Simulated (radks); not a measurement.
The caesium ion Cs2+ inside a hard spherical wall (all orbitals vanish at R), configuration held at [Kr] 4d10 5s2 5p5 and not refilled when levels cross. Method: scalar-relativistic Kohn-Sham, r2SCAN, spin-polarised, spherical densities, finite nucleus; open shells are filled with parallel spins first (spin-orbit coupling, left out, can overturn this in heavy ions); meta-GGA in the generalised Kohn-Sham scheme; Fermi nuclear charge, rms radius 4.8041 fm; computed with a radial shooting solver on a logarithmic mesh with Libxc functionals. Eigenvalues in eV for spin up, with the zero of energy where the potential of the charges vanishes at infinity; a dash marks a level that is unbound or too diffuse for the functional's potential to be trusted. A positive occupied level is held by the wall or, in an anion where self-interaction has pushed it up, behind a barrier. The pressure on the wall is -dE/dV.

R (bohr)  E (hartree)  kinetic (hartree)    e(4p)    e(4d)    e(5s)    e(5p)  e(5d, empty)  e(6s, empty)  pressure (GPa)
free       -7786.6389           8204.028  -181.52  -92.686  -43.885  -29.635       -11.800             -               0
15         -7786.6389           8204.028  -181.52  -92.686  -43.885  -29.635       -11.800             -        < 0.0001
12         -7786.6389           8204.028  -181.52  -92.686  -43.885  -29.635       -11.800       -10.550        < 0.0001
10         -7786.6389           8204.028  -181.52  -92.686  -43.885  -29.635       -11.798       -10.532        < 0.0001
8          -7786.6389           8204.028  -181.52  -92.685  -43.884  -29.635       -11.779       -10.350        0.000676
7          -7786.6388           8204.029  -181.52  -92.681  -43.881  -29.631       -11.721        -9.958          0.0113
5          -7786.6260           8204.168  -181.17  -92.341  -43.626  -29.348       -10.638        -5.616            2.87
4          -7786.5072           8205.099  -179.34  -90.555  -42.275  -27.716        -7.096         4.996            43.9
3.5        -7786.2324           8206.825  -176.58  -87.891  -40.089  -24.953        -2.157        18.308             175
3          -7785.3984           8211.163  -171.05  -82.587  -34.969  -18.399         8.350        44.889             726
2.5        -7782.7992           8222.534  -160.33  -72.359  -22.018   -2.120        31.918        100.99            3340
